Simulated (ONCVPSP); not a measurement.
Potentials for Mn (Z = 25) compared

Generated with ld1.x 7.5 (TM, RRKJ, ultrasoft, PAW), atompaw 4.2 or ONCVPSP 4.0.1. The cutoff is in Ry: for ld1.x and atompaw files where the sum of valence levels is converged to 10 mRy in a Bessel basis, for ONCV files where the hardest occupied wave has 1 mHa per electron of residual kinetic energy. The error is the largest all-electron minus pseudo excitation energy over each file’s own four to seven test configurations (ionisations up to +4, promotions, holes and added fractions of an electron), all of which were solved. The labels leave out finer settings (local radius, basis sizes, second energies), which also bear on the numbers. Spin-polarised tests are not counted. The rows are a selection from randomly drawn settings: files with unsolved tests, undetermined cutoffs or missed reference levels are left out.

A true bound ghost makes a file unfit for plane-wave use even where its test errors are small: the radial tests pick states by their node count and pass the ghost by.

| potential | cutoff (Ry) | largest error (meV) | bound ghosts |
| --- | --- | --- | --- |
| ONCV, LDA (Perdew-Zunger), scalar-relativistic, rc 1.10/1.65/1.05 (spd), local smoothed, core correction yes, reference 3s2 3p6 3d5 4s1.5 4p0.5, qcut 9/9.8/18.1, projectors 2/3/2 | 189 | +11 | none |
| ONCV, PBE, scalar-relativistic, rc 1.45/0.90/1.00 (spd), local smoothed, core correction no, reference 3s2 3p6 3d5 4s2, qcut 9.9/9.7/10.4, projectors 2/1/2 | 232 | -11 | none |
| ONCV, PBE, scalar-relativistic, rc 1.10/1.45/1.55/1.50 (spdf), local smoothed, core correction yes, reference 3s2 3p6 3d4, qcut 13.4/7.7/11.6/8.5, projectors 2/3/2/1 | 108 | +41 | none |
| ONCV, PBEsol, fully relativistic, rc 1.50/0.85/1.15 (spd), local smoothed, core correction no, reference 3s2 3p6 3d5 4s2, qcut 6.5/11/11.7, projectors 2/2/2 | 118 | +15 | none |
| ONCV, PBE, scalar-relativistic, rc 1.15/0.80/1.70 (spd), local smoothed, core correction yes, reference 3s2 3p6 3d4, qcut 11.7/11.5/9.8, projectors 2/2/2 | 112 | +87 | none |
| ONCV, BLYP, scalar-relativistic, rc 2.15/2.10/1.50/1.85 (spdf), local smoothed, core correction no, reference 3d5 4s1.5, qcut 3.2/4.2/12.2/6.7, projectors 2/1/3/2 | 99 | -181 | s |
| ONCV, PBE, scalar-relativistic, rc 2.75/2.05/1.20 (spd), local smoothed, core correction yes, reference 3d5 4s2, qcut 1.9/4.7/11.8, projectors 2/2/1 | 116 | -1056 | s |

(1) Fill in the row for Mn: ONCV, PBE, scalar-relativistic, rc 1.45/1.00/1.15 (spd), local smoothed, core correction yes, reference 3s2 3p6 3d5 4s2, qcut 9.9/8.9/14.9, projectors 3/2/2.

Results:

(1) cutoff 151 Ry, largest error -2.7 meV, bound ghosts: none.
